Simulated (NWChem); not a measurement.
System: SiH₂I, doublet; SMILES [SiH2]I

Computed with NWChem. Spin-unrestricted. In the optimisation the excess spin sits in a' (Cs, its own frame). All runs use the structure optimised with PBE0/def2-SVP, spin-unrestricted. No frequency run checked for a minimum. No stability test was run on the SCF state. def2 effective core potentials on I; no spin-orbit coupling. Vertical excitations in the gas phase; the lowest state need not have the same character in each row. Excited states of an open shell can be spin-contaminated.

```tsv
level	lowest excitation (eV)	oscillator strength of that lowest state	lowest state with f > 0.02 (eV)	oscillator strength of that bright state	lowest empty minus highest occupied level, either spin (eV)
PBE/def2-SVP, TDA	2.75	0.001	3.25	0.023	1.45
B3LYP/def2-SVP, TDA	2.97	0.001	3.41	0.022	2.77
UHF/def2-SVP, CIS	4.82	0.034	4.82	0.034	9.74
CAM-B3LYP/def2-SVP, TDA	3.39	0.001	4.16	0.054	5.49
```
